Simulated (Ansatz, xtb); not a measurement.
CH4ClGe−: where a starting geometry ends

The starting geometry of this gas-phase singlet has its atoms placed at random.

```xyz
7

C     1.6475   -1.2109   -0.6093
Cl   -0.4345   -0.0683    0.8496
Ge    1.9658    0.5836    0.7721
H     1.1412   -0.6552    1.4911
H     0.4689    0.6067    2.1606
H     0.4265   -0.6167    0.0050
H     0.9677   -0.7879   -1.3510
```

**Question.** Guess where an optimisation with r2SCAN-D4/def2-SVPD ends from this start.

**Answer.** It ends as `[CH2-][GeH2][Cl]`. Contacts that open: Cl2–H6 (1.32 → 4.19 Å). Contacts that close: C1–Ge3 (2.29 → 1.83 Å), C1–H6 (1.49 → 1.10 Å), Ge3–H5 (2.04 → 1.54 Å).

The energy falls by 10.74 eV over 16 steps:

| step | E − E(last) (eV) |
| --- | --- |
| 1 | 10.738 |
| 3 | 6.160 |
| 4 | 4.475 |
| 6 | 2.233 |
| 8 | 0.962 |
| 9 | 0.538 |
| 11 | 0.127 |
| 13 | 0.009 |
| 14 | 0.001 |
| 16 | 0.000 |

Final geometry (Å):

```xyz
7

C     1.4760   -0.7324   -0.6117
Cl   -1.4247    0.1628    1.6847
Ge    0.9334   -0.0955    1.0122
H     1.3013   -0.9702    2.2303
H     1.2948    1.3764    1.3073
H     1.3022   -1.7984   -0.8175
H     1.3000   -0.0913   -1.4873
```

From the same start GFN2-xTB ends elsewhere, at `[CH3][GeH-][Cl]`.

From so rough a start the end depends on the optimiser's path, so another program may land elsewhere. The end wasn't checked by frequencies. Run with Ansatz 0.2.0, 47 s on 2 threads of Intel(R) Xeon(R) Platinum 8259CL CPU @ 2.50GHz (Skylake/Cascade Lake), with other jobs on the host.
